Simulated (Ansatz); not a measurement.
Ansatz (a quantum-chemistry and plane-wave program) input (CCSD(T)/aug-cc-pVDZ):

Ansatz 0.2 input:
```yaml
crystal:
  periodic: [false, false, false]
  atoms:
    - {symbol: C, position_ang: [-1.81218320, -0.07437759, 0.06289324]}
    - {symbol: C, position_ang: [-0.69933297, -1.06281464, 0.05701123]}
    - {symbol: C, position_ang: [0.60559246, -0.77883360, 0.00442750]}
    - {symbol: C, position_ang: [1.11177589, 0.55096639, -0.05458415]}
    - {symbol: N, position_ang: [1.53455686, 1.62270152, -0.10263921]}
    - {symbol: H, position_ang: [-1.44971488, 0.95155968, 0.01830297]}
    - {symbol: H, position_ang: [-2.47816369, -0.24824584, -0.78690246]}
    - {symbol: H, position_ang: [-2.41965627, -0.19279634, 0.96448427]}
    - {symbol: H, position_ang: [-0.97615882, -2.11104047, 0.09944615]}
    - {symbol: H, position_ang: [1.34668257, -1.56803100, 0.00465665]}
basis:
  gaussian:
    orbitals: aug-cc-pVDZ
magnetization: {spin_polarized: false}
correlation: {method: ccsd_t, electrons: outside_noble_gas}
output: {forces: true}
```

End of the output:

```
integrals: 0.53 GiB planned
1605 factors; integrals over basis functions are off by at most 9.5e-4 eV
mean field: 0.74 GiB planned
mean field evaluation 1: about -5678.8293 eV, gradient 3.6e1 eV
mean field evaluation 2: about -5678.8419 eV, gradient 3.6e1 eV
mean field evaluation 4: about -5682.5299 eV, gradient 6.6e0 eV
mean field evaluation 8: about -5682.6539 eV, gradient 2.9e-1 eV
mean field evaluation 16: about -5682.6290 eV, gradient 2.1e0 eV
mean field -5682.65434200 eV, -208.8336952269 hartree, gradient 2.0e-6 eV, S^2 0.000000; 0 other end points of the search recorded, 0 dependent functions left out; unrestricted orbitals would lower it
5 core orbitals not correlated
reference -5682.65434200 eV, -208.8336952269 hartree; 13, 13 occupied and 142, 142 virtual orbitals, 1605 factors
densities: 3.33 GiB planned
second order -19.23515074 eV of doubles, -0.00000000 eV of singles
coupled cluster: 1.70 GiB planned
cycle   1  -19.48011173 eV  change   -2.4e-1 eV  update   1.1e-1
cycle   2  -20.06750800 eV  change   -5.9e-1 eV  update   3.5e-2
cycle   3  -20.21417427 eV  change   -1.5e-1 eV  update   1.8e-2
cycle   4  -20.21458408 eV  change   -4.1e-4 eV  update   5.4e-3
cycle   5  -20.21763543 eV  change   -3.1e-3 eV  update   2.5e-3
cycle   6  -20.21811798 eV  change   -4.8e-4 eV  update   6.5e-4
cycle   7  -20.21789109 eV  change    2.3e-4 eV  update   3.1e-4
cycle   8  -20.21790159 eV  change   -1.1e-5 eV  update   1.0e-4
cycle   9  -20.21789349 eV  change    8.1e-6 eV  update   4.2e-5
cycle  10  -20.21786701 eV  change    2.6e-5 eV  update   1.4e-5
cycle  11  -20.21786097 eV  change    6.0e-6 eV  update   4.8e-6
perturbative correction -0.87048950 eV, -0.0319898992 hartree
the calculation of the forces begins
Total energy: -5703.74269247 eV, -209.6086778127 hartree
Atom 0 at    -1.812183    -0.074378     0.062893 Å, force    -0.209140     0.101356     0.003778 eV/Å
Atom 1 at    -0.699333    -1.062815     0.057011 Å, force    -0.840880    -0.289329     0.037251 eV/Å
Atom 2 at     0.605592    -0.778834     0.004428 Å, force     0.760320    -0.424005    -0.011975 eV/Å
Atom 3 at     1.111776     0.550966    -0.054584 Å, force    -0.820732    -1.975239     0.089954 eV/Å
Atom 4 at     1.534557     1.622702    -0.102639 Å, force     1.208458     3.075018    -0.137726 eV/Å
Atom 5 at    -1.449715     0.951560     0.018303 Å, force     0.176821     0.470801    -0.020813 eV/Å
Atom 6 at    -2.478164    -0.248246    -0.786902 Å, force    -0.250457    -0.062014    -0.362371 eV/Å
Atom 7 at    -2.419656    -0.192796     0.964484 Å, force    -0.225609    -0.038464     0.381456 eV/Å
Atom 8 at    -0.976159    -2.111040     0.099446 Å, force    -0.118158    -0.497312     0.019692 eV/Å
Atom 9 at     1.346683    -1.568031     0.004657 Å, force     0.319376    -0.360812     0.000754 eV/Å
Dipole moment:    -0.485934    -0.695285     0.038246 e Å
```
